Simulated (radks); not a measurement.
Coulomb parameter of the 4f shell of the thulium ion Tm+ in the model configuration [Xe] 4f12 6s1 6p1, as a second difference U = [E(n + 0.5) + E(n - 0.5) - 2 E(n)] / (0.5)^2 with all orbitals relaxed. "Bare": the charge of the atom changes with n. "Screened": the 6p shell takes up the change at fixed total charge, which measures U(4f,4f) + U(6p,6p) - 2 U(4f,6p). Method: Dirac Kohn-Sham, BLYP, spin-unpolarised, spherical densities, point nucleus; open shells are shared between the two j in proportion to 2j + 1; computed with a radial shooting solver on a logarithmic mesh with Libxc functionals. Estimate both.

Answer. U(bare) = 17.047 eV, U(screened by 6p) = 9.327 eV, against the Slater integral F0(4f,4f) = 33.546 eV with frozen orbitals.
